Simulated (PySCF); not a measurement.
Species: C6H11OSi (doublet state).
Z-matrix (Å and degrees, GFN2-xTB geometry), rows numbered from 1:
```
C 
C   1  1.2977
O   2  1.3777  1  124.00
Si  3  1.6213  2  133.43  1    14.13
C   2  1.5002  1  124.23  3   178.08
C   5  1.5458  2  115.02  1   -96.63
C   6  1.5354  5   89.51  2   128.37
C   7  1.5355  6   89.82  5    -9.05
H   1  1.0626  2  140.35  3     1.53
H   4  1.4547  3   99.13  2   178.98
H   4  1.4645  3  111.83  2   -61.66
H   4  1.4641  3  110.36  2    59.60
H   5  1.0911  2  108.75  1   136.56
H   6  1.0875  5  115.60  2  -112.79
H   6  1.0882  5  112.48  2    13.31
H   7  1.0879  6  113.04  5   106.13
H   7  1.0875  6  115.51  5  -127.55
H   8  1.0890  5  111.51  2   -11.63
H   8  1.0874  5  115.71  2   114.00
```

The hyperfine couplings belong to this conformer and change with its torsions.

Identity: `[H]/[C]=C(\O[SiH3])C1CCC1` [radical].

Computed with UKS B3LYP, pcH-1 on C H O Si, non-relativistic, mean-field spin-orbit, GIAO (PySCF). Isolated species at its GFN2-xTB geometry (one conformer only). The geometry wasn't refined by DFT: couplings that depend on bond lengths, twists or pyramidal angles can differ widely from those at the functional's own minimum. The SCF solution wasn't tested for stability.

Principal values of hyperfine tensors in MHz (contact, dipolar and spin–orbit terms together), for some of the nuclei:

| atom | isotope | A1 | A2 | A3 |
| --- | --- | --- | --- | --- |
| O3 | 17O | -55.69 | -18.10 | -13.29 |
| C5 | 13C | 17.44 | 17.99 | 26.19 |
| C2 | 13C | 2.51 | 23.19 | 34.81 |
| C8 | 13C | 15.05 | 15.62 | 21.86 |
| H9 | 1H | -18.79 | 7.74 | 54.11 |
| C6 | 13C | -5.88 | -5.62 | -4.84 |
| H18 | 1H | -6.61 | -1.94 | 15.88 |
| H13 | 1H | -4.85 | -3.83 | 1.38 |

**Question.** Give the isotropic coupling of each nucleus in MHz and in mT (g = 2.0023), and the anisotropic part.

**Answer.** a_iso = (A1 + A2 + A3)/3, Ti = Ai − a_iso; 1 mT corresponds to 28.025 MHz. The tensors hold a spin–orbit part: the run splits a_iso into a_FC + a_SO, and T includes its anisotropic share.

| atom | a_iso (MHz) | a_FC | a_SO | a_iso (mT) | T1 | T2 | T3 |
| --- | --- | --- | --- | --- | --- | --- | --- |
| O3 | -29.03 | -29.01 | -0.01 | -1.036 | -26.66 | 10.93 | 15.74 |
| C5 | 20.54 | 20.55 | -0.01 | 0.733 | -3.10 | -2.55 | 5.65 |
| C2 | 20.17 | 20.16 | 0.01 | 0.720 | -17.66 | 3.02 | 14.64 |
| C8 | 17.51 | 17.51 | 0.00 | 0.625 | -2.46 | -1.89 | 4.35 |
| H9 | 14.35 | 14.35 | 0.00 | 0.512 | -33.14 | -6.61 | 39.76 |
| C6 | -5.45 | -5.45 | 0.00 | -0.194 | -0.43 | -0.17 | 0.61 |
| H18 | 2.44 | 2.44 | 0.00 | 0.087 | -9.06 | -4.38 | 13.44 |
| H13 | -2.44 | -2.44 | 0.00 | -0.087 | -2.42 | -1.39 | 3.81 |

**Question.** What spin density at the nucleus of C5 lies behind its contact coupling (g_N = 1.40482)?

**Answer.** a_FC = (2μ0/3) gₑ μB g_N μN ρ(0)/(2S·h) = 800.24 MHz × g_N × ρ(0)/(2S), with ρ in bohr⁻³. With a_FC = 20.55 MHz and 2S = 1, ρ(0) = 0.01828 bohr⁻³.

**Question.** C1 (13C, g_N = 1.40482) isn't in the table. Its spin density at the nucleus is 0.2892 bohr⁻³. What is its contact coupling?

**Answer.** By the same relation, a_FC = 325.1 MHz. The spin–orbit term adds -0.12 MHz. Its full tensor has the principal values 243.47, 264.25, 467.19 MHz.

**Question.** Which nucleus of the table has the largest anisotropic coupling, and what is its form?

**Answer.** H9: -33.1, -6.6, 39.8 MHz, rhombic: the two smaller values differ by 67 % of the largest.

**Question.** In a single crystal, with the field along each principal axis of the tensor of C2 in turn, what first-order splitting does this nucleus give (isotropic g, quadrupole terms neglected)?

**Answer.** 2 lines (I = 1/2), spaced by |A_i|/(g × 13.996): 0.09, 0.83, 1.24 mT along the axes of A1, A2 and A3.
